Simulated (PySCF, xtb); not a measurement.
WO₂Cl₂, SMILES [O]=[W](=[O])([Cl])[Cl], multiplicity 1.

Harmonic wavenumbers (cm⁻¹) from GFN2-xTB in xtb 6.7.1 at its own minimum, in rising order: 119, 153, 174, 185, 248, 348, 351, 854, 884.

Problem. What does B3LYP-D3(BJ)/def2-SVP in PySCF give at its own minimum? (An estimate is asked for; the answer gives what the named calculation found.)

Solution. 111, 158, 212, 225, 344, 416, 423, 1006, 1042. Paired by order, the mean absolute difference is 71 cm⁻¹ and the zero-point energies are 4.7 and 5.6 kcal/mol.
